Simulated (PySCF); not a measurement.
A structure optimised at PBE-D3(BJ)/def2-SVP, used in a PySCF frequency run:

```xyz
10

O      1.8520     0.8390     0.0044
B      0.5558     0.5550     0.2878
C     -0.7457     1.3947     0.2968
C     -1.4134     0.2336     0.0133
C     -0.3367    -0.7952     0.3061
F     -0.1046    -1.7386    -0.7020
H      2.3885     0.0299    -0.0876
H     -1.1302     2.4241     0.3318
H     -2.4409     0.0514    -0.3585
H     -0.4964    -1.3426     1.2614
```

Task: Write its SMILES and formula.

Result: OB1C=C[C@H]1F, C₃H₄BFO

Task: What are its rotational constants (standard atomic weights)?

Result: 4.9869, 3.7338, 2.2779 GHz
